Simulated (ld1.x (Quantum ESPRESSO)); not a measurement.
## Building the TM potential for P (Z = 15) (PBE, scalar-relativistic).

The input file (ld1.x (Quantum ESPRESSO) 7.5):

```
&input
   title='P', zed=15., rel=1, dft='PBE', iswitch=3,
   config='[Ne] 3s2 3p1 3d-2',
   nld=3, rlderiv=2.00, eminld=-4.0, emaxld=5.0, deld=0.02
 /
 &inputp
   pseudotype=2, tm=.true., lloc=1,
   nlcc=.true.,
   file_pseudopw='P.UPF', file_wfcaegen='ae.wfc', file_wfcncgen='nc.wfc', file_beta='beta', file_chi='chi'
 /
3
3S  1  0   2.00   0.00  1.60  1.60  0.0
3D  3  2  -2.00   0.20  1.85  1.85  0.0
3P  2  1   1.00   0.00  1.70  1.70  0.0
 &test
   configts(1)='3s2 3p1'
 /
```

Command:

```bash
ld1.x < P.in > P.out
```

The program printed (shortened: banner, matrices, multipoles, cross overlaps and the repeated all-electron block are left out):

```
Program LD1 v.7.5
     --------------------------- All-electron run ----------------------------

     P
     scalar relativistic calculation

     atomic number is 15.00
     dft =PBE   lsd =0 sic =0 latt =0  beta=0.20 tr2=1.0E-14
     Exchange-correlation= PBE
                           (   1   4   3   4   0   0   0)
     mesh =1147 r(mesh) = 101.18493 a.u. xmin = -7.00 dx = 0.01250
     1 Ry =  13.60569312 eV, c = 137.03599908

     n l     nl                  e(Ry)          e(Ha)          e(eV)
     1 0     1S 1( 2.00)      -154.9630       -77.4815     -2108.3789
     2 0     2S 1( 2.00)       -14.5179        -7.2590      -197.5263
     2 1     2P 1( 6.00)       -10.8844        -5.4422      -148.0898
     3 0     3S 1( 2.00)        -2.4957        -1.2479       -33.9561
     3 1     3P 1( 1.00)        -1.7842        -0.8921       -24.2751

     final scf error:  7.3E-15 reached in  21 iterations

     Etot =    -681.683248 Ry,    -340.841624 Ha,   -9274.773073 eV

     Ekin =     683.916636 Ry,     341.958318 Ha,    9305.159869 eV
     Encl =   -1604.490922 Ry,    -802.245461 Ha,  -21830.211108 eV
     Eh   =     283.668249 Ry,     141.834125 Ha,    3859.503146 eV
     Exc  =     -44.777210 Ry,     -22.388605 Ha,    -609.224979 eV

     normalization and overlap integrals

     s(1S/1S) =  1.000000  <r> =   0.1036  <r2> =    0.0144  r(max) =   0.0675
     s(2S/2S) =  1.000000  <r> =   0.5191  <r2> =    0.3212  r(max) =   0.4187
     s(2P/2P) =  1.000000  <r> =   0.4842  <r2> =    0.2942  r(max) =   0.3559
     s(3S/3S) =  1.000000  <r> =   1.7434  <r2> =    3.4850  r(max) =   1.5173
     s(3P/3P) =  1.000000  <r> =   1.9714  <r2> =    4.5138  r(max) =   1.6769

     ------------------------ End of All-electron run ------------------------

     --------------------- Generating NC pseudopotential ---------------------

      Generating local pot.: lloc=1, matching radius rcloc =   1.7000

      Computing core charge for nlcc:

       r > 0.99 : true rho core
       r < 0.99 : rho core = a sin(br)/r    a=   4.02  b=   2.73

      Integrated core pseudo-charge :   1.86

      Wfc   3S  rcut= 1.595  Using Troullier-Martins method

      Wfc   3D  rcut= 1.853  Using Troullier-Martins method

     ------------------- End of pseudopotential generation -------------------

     Computing logarithmic derivative in   2.01017
     Computing logarithmic derivative in   2.01017
     Computing the partial wave expansion
     R is outside the sphere for l=    0 j= 0.00
       no projector for channel:   1
     R is outside the sphere for l=    2 j= 0.00

     ---------------------- Testing the pseudopotential ----------------------

     P
     scalar relativistic calculation

     atomic number is 15.00   valence charge is  5.00
     dft =PBE   lsd =0 sic =0 latt =0  beta=0.20 tr2=1.0E-14
     mesh =1147 r(mesh) = 101.18493 xmin = -7.00 dx = 0.01250

     n l     nl             e AE (Ry)        e PS (Ry)    De AE-PS (Ry)
     1 0     3S   1( 2.00)       -2.49572       -2.49573        0.00001
     2 1     3P   1( 1.00)       -1.78418       -1.78419        0.00000

     eps = 9.5E-15  iter =  5

     Etot =    -681.683248 Ry,    -340.841624 Ha,   -9274.773073 eV
     Etotps =   -13.031867 Ry,      -6.515934 Ha,    -177.307587 eV

     Ekin =       3.075352 Ry,       1.537676 Ha,      41.842291 eV
     Encl =     -16.742631 Ry,      -8.371316 Ha,    -227.795101 eV
     Ehrt =       4.435331 Ry,       2.217666 Ha,      60.345755 eV
     Ecxc =      -4.329150 Ry,      -2.164575 Ha,     -58.901088 eV
     (Ecc =      -2.258693 Ry,      -1.129347 Ha,     -30.731090 eV)
     Epseu=       0.529231 Ry,       0.264616 Ha,       7.200557 eV

     ---------------------- End of pseudopotential test ----------------------
```

Generation and configuration tests took about 0.72 s on one core of a shared server CPU.
